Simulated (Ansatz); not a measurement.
`CC(F)C[SiH3]` and `CC(F)CCl` differ in one atom or group.

Ansatz, PBE0-D4/def2-TZVP geometries, multiplicity 1. Each molecule was computed in one conformer, which needn't be the lowest.

| property | `CC(F)C[SiH3]` |
| --- | --- |
| size of the dipole moment (PBE/def2-TZVPP) / D | 2.08 |
| LUMO energy (PBE/def2-TZVPP) / eV | -0.09 |
| LUMO energy (ωB97M-V/def2-TZVPP) / eV | 2.18 |
| size of the dipole moment (B3LYP/def2-TZVPP) / D | 2.15 |
| HOMO–LUMO gap (ωB97M-V/def2-TZVPP) / eV | 13.23 |
| LUMO energy (B3LYP/def2-TZVPP) / eV | 0.44 |

(1) What does the change do to each property? (An estimate is asked.)

Answers

(1) The calculation gave: 
```json
{"property": "size of the dipole moment (PBE/def2-TZVPP) / D", "`CC(F)CCl`": "0.49", "shift": "-1.59"}
{"property": "LUMO energy (PBE/def2-TZVPP) / eV", "`CC(F)CCl`": "-0.50", "shift": "-0.41"}
{"property": "LUMO energy (ωB97M-V/def2-TZVPP) / eV", "`CC(F)CCl`": "2.59", "shift": "0.41"}
{"property": "size of the dipole moment (B3LYP/def2-TZVPP) / D", "`CC(F)CCl`": "0.50", "shift": "-1.65"}
{"property": "HOMO–LUMO gap (ωB97M-V/def2-TZVPP) / eV", "`CC(F)CCl`": "13.54", "shift": "0.31"}
{"property": "LUMO energy (B3LYP/def2-TZVPP) / eV", "`CC(F)CCl`": "0.34", "shift": "-0.10"}
```

With PBE0 the HOMO rises by 0.16 eV and the LUMO falls by 0.07 eV, so the gap narrows by about 0.23 eV. PBE moves the HOMO by 0.25 eV and ωB97M-V by 0.09 eV. Dipoles are sizes alone; their direction can turn.

Positive LUMOs are unbound, so they and the gaps depend on the basis.

B3LYP here is the variant with VWN-RPA as its local correlation; programs differ in this.
